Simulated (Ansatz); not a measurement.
Molecule: CH$_{5}$BNO$_{2}$, charge -1, multiplicity 1. It need not be the lowest isomer of its formula. Whether it binds its extra electron was not tested at this geometry. 
Structure (B3LYP-D3(BJ)/def2-TZVP (Ansatz, a first-principles code) minimum search):
```xyz
10

C      1.9327     0.3757    -0.2680
N      0.6073     0.8296     0.0087
B     -0.4440    -0.0360     0.0681
O     -0.4292    -1.4572    -0.1199
O     -1.7803     0.4273     0.3479
H      2.6504     0.6238     0.5422
H      2.0355    -0.7176    -0.4276
H      2.3689     0.8479    -1.1734
H     -1.3302    -1.7746    -0.0136
H     -1.6750     1.3784     0.4548
```
Charge -1, spin multiplicity 1.

Basis-set convergence of Hartree-Fock and CCSD(T) correlation energies (hartree) with Ansatz. Correlated levels leave the core frozen unless marked. No spin-orbit coupling. Non-relativistic.

```tsv
basis	functions	E(HF)	E(corr, CCSD(T))
aug-cc-pVDZ	160	-269.78127	-0.88979
aug-cc-pVTZ	345	-269.84886	-1.06457
aug-cc-pVQZ	630	-269.86611	-1.11926
```

Extrapolating the two largest sets (X = 3 and 4) as X^-3: E(corr) = (64·(-1.11926) - 27·(-1.06457))/37 = -1.1592 Eh, an estimate of the basis-set limit. The largest set recovers 96.6 % of it, the smallest 76.8 %.
